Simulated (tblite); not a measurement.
Compound: C5H6F3NO.
SMILES with atom numbers: `[CH3:1][C:2](=[O:3])[NH:4][CH2:5][C:6]([F:7])=[C:8]([F:9])[F:10]` (hydrogens: H11, H12, H13 on C1; H14 on N4; H15, H16 on C5)

Computed with GFN2-xTB (tblite), gas phase: nudged elastic band of 9 images (0 to 8), spring 0.2 eV/Å², climbing image at the end, force threshold 0.05 eV/Å. No saddle search or frequency run followed, so the top image need not be a first-order saddle, and its height can exceed the method's true barrier by a kcal/mol or more.

Path: rotation about C5–N4 (sp3 carbon bound to nitrogen, amide nitrogen), followed by the dihedral C6–C5–N4–C2, from 110° to -117°. Start geometry (image 0):
```
atom  x, y, z in Å
C1      2.633   -0.084   -0.730
C2      1.152   -0.138   -1.027
O3      0.651   -0.819   -1.889
N4      0.413    0.686   -0.232
C5     -1.029    0.725   -0.304
C6     -1.648    0.134    0.929
F7     -1.390    0.811    2.069
C8     -2.367   -0.979    0.999
F9     -2.889   -1.495    2.100
F10    -2.682   -1.708   -0.059
H11     2.823   -0.460    0.273
H12     3.163   -0.702   -1.448
H13     2.995    0.939   -0.796
H14     0.856    1.194    0.518
H15    -1.368    1.762   -0.409
H16    -1.320    0.143   -1.182
```

The first guess turns that dihedral rigidly in even steps and adds one set of random displacements (0.04 Å standard deviation a coordinate) to every inner image. Energies of the images above image 0 (eV) in the early part of the optimisation:

```
iteration      1      2      3      4      5      6      7      8
        0  1.071  1.074  1.075  1.061  1.031  0.998  0.979  0.014
       10  0.035  0.066  0.101  0.120  0.110  0.082  0.058  0.014
       20  0.017  0.045  0.079  0.095  0.083  0.053  0.030  0.014
```

Task: Where does the band end, and how far was the first guess from it?

Result: Final energies, images 1 to 8: 0.009, 0.034, 0.065, 0.084, 0.073, 0.044, 0.021, 0.014 eV. The highest point drops from 1.07 eV (image 3) to 0.084 eV (image 4), by 0.99 eV. Image 4 moved by 0.06 Å rms, its dihedral from 180° to -179°. The end images are fixed. The true force on the top image ends at 0.026 eV/Å, and the largest on any image at 0.05 eV/Å; away from the top, the method drives only the force across the path to zero. The last saved iteration is 50.

The cost below is that of the whole band run. The run took about 10 s of CPU time (one thread, shared machine).
